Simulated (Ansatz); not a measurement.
Reactions of CH5FSi, SMILES `C[SiH2]F`.

Isolated molecules relaxed with PBE0-D4/def2-TZVP in Ansatz; ΔE leaves out vibrations. CCSD(T)/CBS is the MP2 limit (def2-TZVPP, def2-QZVPP) plus CCSD(T) − MP2 in def2-TZVPP, frozen cores. This one scheme is used for every species. Double bonds are as drawn, so ΔE can hold a change between cis and trans. Functionals use def2-TZVPP. Open shells (•) are unrestricted, without spin–orbit coupling. def2 core potentials past Kr. For Ge, I, Te outer-core shells are correlated without core-valence functions, which leaves a few kJ/mol of doubt a bond. Scalar relativity is left out up to krypton. One conformer a species, not always the lowest.

| reaction | B2PLYP (kJ/mol) | CCSD(T)/CBS(def2) (kJ/mol) |
| --- | --- | --- |
| `C[SiH2]F` + `COCI` → `F[SiH2]OCI` + ethane | -129 | -131 |
| `C[SiH2]F` + `[SiH3][TeH]` → `C[SiH2][Te][SiH3]` + H–F | 81 | 64 |
| `C[SiH2]F` + `[SiH3]BCl` → `C[SiH2]BCl` + `F[SiH3]` | 11 | 10 |
| `C[SiH2]F` + `N[SiH](O)O` → `O[SiH](O)N[SiH2]F` + CH₄ | -78 | -79 |
| `C[SiH2]F` + `[SiH3]C#[C][GeH3]` → `F[SiH2]C#[C][GeH3]` + `C[SiH3]` | 4 | 4 |
| `C[SiH2]F` + `O/C=C\F` → `O/C(=C\F)[SiH2]F` + CH₄ | -2 | -2 |
| `C[SiH2]F` → `C[Si]F` + H₂ | 213 | 215 |
| `C[SiH2]F` + `C[SiH2]O` → `C[SiH2]O[SiH2]F` + CH₄ | -135 | -133 |
| `C[SiH2]F` → `[CH3]`• + `F[SiH2]`• | 395 | 413 |
| `C[SiH2]F` + `B[SiH](O)F` → `C[SiH](O)F` + `B[SiH2]F` | -9 | -9 |

Largest T1 diagnostic: 0.014, for `F[SiH2]`•.
